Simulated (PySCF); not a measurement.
## Radiative rates from a computed spectrum

BH2I.
SMILES: `BI`

The calculation used TDDFT CAM-B3LYP/def2-SVPD, vertical, gas phase, core orbitals frozen in the response, def2 core potentials past Kr (PySCF 2.14.0, density-fitted response routines). Geometry: PBE0-D3(BJ)/def2-SVP; no solvent, vibrations or thermal averaging. Spin–orbit coupling is left out.

Computed singlets with f of 0.002 or more:

| state | E (eV) | f |
| --- | --- | --- |
| S2 | 5.41 | 0.110 |
| S4 | 6.41 | 0.012 |
| S6 | 6.99 | 0.075 |
| S7 | 7.14 | 0.0042 |
| S8 | 7.78 | 0.166 |
| S10 | 7.83 | 0.049 |

**Question.** Give A, τ, |μ| and ∫σ dE for each state.

**Answer.** A / s⁻¹ = 0.6670 f (ν̃ / cm⁻¹)² and τ = 1/A in vacuum; |μ| follows from f = (2/3) ΔE |μ|² (atomic units, 1 au = 2.5417 D); ∫σ dE = 109.76 f Mb·eV.

```json
{"state": "S2", "A (s⁻¹)": "1.4×10⁸", "τ": "7.1 ns", "|μ| (D)": "2.32", "∫σ dE (Mb·eV)": "12"}
{"state": "S4", "A (s⁻¹)": "2.1×10⁷", "τ": "49 ns", "|μ| (D)": "0.69", "∫σ dE (Mb·eV)": "1.3"}
{"state": "S6", "A (s⁻¹)": "1.6×10⁸", "τ": "6.3 ns", "|μ| (D)": "1.68", "∫σ dE (Mb·eV)": "8.2"}
{"state": "S7", "A (s⁻¹)": "9.3×10⁶", "τ": "110 ns", "|μ| (D)": "0.39", "∫σ dE (Mb·eV)": "0.46"}
{"state": "S8", "A (s⁻¹)": "4.4×10⁸", "τ": "2.3 ns", "|μ| (D)": "2.37", "∫σ dE (Mb·eV)": "18"}
{"state": "S10", "A (s⁻¹)": "1.3×10⁸", "τ": "7.7 ns", "|μ| (D)": "1.28", "∫σ dE (Mb·eV)": "5.3"}
```

Only emission to the ground state at the vertical energy is counted.

**Question.** How much energy does a mole of photons resonant with S8 carry?

**Answer.** 7.780 eV × 96.485 = 751 kJ/mol (179 kcal/mol).

**Question.** Which computed singlets stay under f = 0.002?

**Answer.** S1 (3.98 eV, f 0.0000), S3 (5.89 eV, f 0.0001), S5 (6.79 eV, f 0.0000) and S9 (7.82 eV, f 0.0000).

**Question.** What is the integrated cross-section of all computed states together?

**Answer.** Σf = 0.415 over S1 to S10, so 109.76 × Σf ≈ 45.6 Mb·eV.

The vertical ionisation energy (ΔSCF) is 10.02 eV, 2.19 eV above S10.
